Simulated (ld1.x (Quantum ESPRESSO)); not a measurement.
# What one change does to a pseudopotential (Pt, TM semilocal)

platinum, norm-conserving Troullier–Martins (semilocal form), made with ld1.x (Quantum ESPRESSO) 7.5 (PBE, scalar-relativistic). Core [Kr] 4d10 4f14 5s2, reference 5p6 5d8 6s0 6p0 (charge +2). Waves: 6s (bound, empty): rc 2.35 bohr; 5d (bound): rc 1.20 bohr; 5f channel at 0.25 Ry: rc 2.40 bohr; 5p (bound): rc 1.20 bohr. Local part: the p channel. Core correction: a·sin(br)/r model core inside 0.55 bohr.

Change: reference 5p6 5d9 6s1 6p0.

Cutoffs: the cutoffs (Ry, on a coarse ladder) from which the occupation-weighted sum of valence levels, in a spherical-Bessel basis at the reference potential, stays within 10 and 1 mRy of its value at 400 Ry; they do not see the model core or the augmentation charge, which bear on the density cutoff. Errors are all-electron minus pseudo energies relative to the spin-unpolarised reference configuration.

**Question.** What does the change do?

**Answer.** The potential gets neither clearly harder nor softer (120 Ry and 200 Ry → 120 Ry and 200 Ry); the range in which the s phases agree widens (upper end 1.8 → 3.1); neither file shows a bound ghost. A semilocal file is local in each channel, so a ghost entry of none says nothing of the separable form that plane-wave codes build from it.

```tsv
quantity	base	changed
cutoff, loose	120 Ry	120 Ry
cutoff, tight	200 Ry	200 Ry
bound ghosts	none	none
largest error over its own tests, meV	-180	-21
s: phases at 2.58 bohr within 0.05 rad from the reference energy up to (Ry; the scan ends near 5)	1.8	3.1
p: phases at 2.58 bohr within 0.05 rad from the reference energy up to (Ry; the scan ends near 5)	to the end of the scan	to the end of the scan
d: phases at 2.58 bohr within 0.05 rad from the reference energy up to (Ry; the scan ends near 5)	to the end of the scan	to the end of the scan
f: phases at 2.58 bohr within 0.05 rad from the reference energy up to (Ry; the scan ends near 5)	4.2	to the end of the scan
```
